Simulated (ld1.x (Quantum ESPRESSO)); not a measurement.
Pb (Z = 82): variants of one TM potential

Base potential:

| Quantity | Value |
| --- | --- |
| Element | Pb |
| Generator | ld1.x (Quantum ESPRESSO) 7.5 |
| Type | norm-conserving Troullier–Martins (Kleinman–Bylander form) |
| Functional | PBEsol |
| Relativity | non-relativistic |
| Frozen core | [Xe] 4f14 |
| Valence charge | 14 |
| Reference configuration | 5d10 6s2 6p2 |
| Partial waves | 6s (bound): rc 2.40 bohr; 6p (bound): rc 2.95 bohr; 5d (bound): rc 1.35 bohr |
| Local potential | all-electron potential smoothed inside 1.45 bohr (lloc = -1) |
| Core correction | none |

All-electron outer shells of the reference configuration (PBEsol, non-relativistic, ld1.x):

| shell | level (eV) | outermost node (bohr) | outermost maximum (bohr) |
| --- | --- | --- | --- |
| 5s | -114.39 | 0.50 | 0.88 |
| 5p | -79.95 | 0.51 | 0.92 |
| 5d | -24.44 | 0.53 | 1.06 |
| 6s | -9.52 | 1.13 | 2.24 |
| 6p | -3.70 | 1.23 | 2.73 |

Cutoffs, loose and tight: the cutoffs (Ry, on a coarse ladder) from which the occupation-weighted sum of valence levels, in a spherical-Bessel basis at the reference potential, stays within 10 and 1 mRy of its value at 400 Ry. They do not see the model core or the augmentation charge, which bear on the density cutoff. Test errors are all-electron minus pseudo excitation energies from the reference, over the configurations 5d10 6s2 6p1; 5d10 6s2 6p0; 5d10 6s1 6p0; 5d9 6s2 6p3; 5d10 6s1 6p2; 5d10 6s1 6p3; 5d10 6s0 6p4. A dash means not determined; rows that change the core or the reference have their own tests. The largest error is taken over the tests solved by every variant that gives reliable tests at all: 5d10 6s0 6p4; 5d10 6s1 6p0; 5d10 6s1 6p2; 5d10 6s1 6p3; 5d10 6s2 6p0; 5d10 6s2 6p1.

A true bound ghost makes a file unfit for plane-wave use even where its test errors are small: the radial tests pick states by their node count and pass the ghost by. Where a test does run into it, the solver fails or the error is huge.

| change | outcome | cutoff, loose | cutoff, tight | bound ghosts | largest test error (meV) |
| --- | --- | --- | --- | --- | --- |
| base | generated | 80 Ry | 100 Ry | s, p | +9.6 |
| core correction a·sin(br)/r model core inside 0.62 bohr | generated | 80 Ry | 100 Ry | s, p | -12 |
| core correction a·sin(br)/r model core inside 0.90 bohr | generated | 80 Ry | 100 Ry | s, p | -12 |
| core correction a·sin(br)/r model core inside 1.10 bohr | generated | 80 Ry | 100 Ry | s, p | -12 |
| core correction a·sin(br)/r model core inside 1.34 bohr | generated | 80 Ry | 100 Ry | s, p | -11 |
| core correction a·sin(br)/r model core inside 1.56 bohr | generated | 80 Ry | 100 Ry | s, p | -11 |
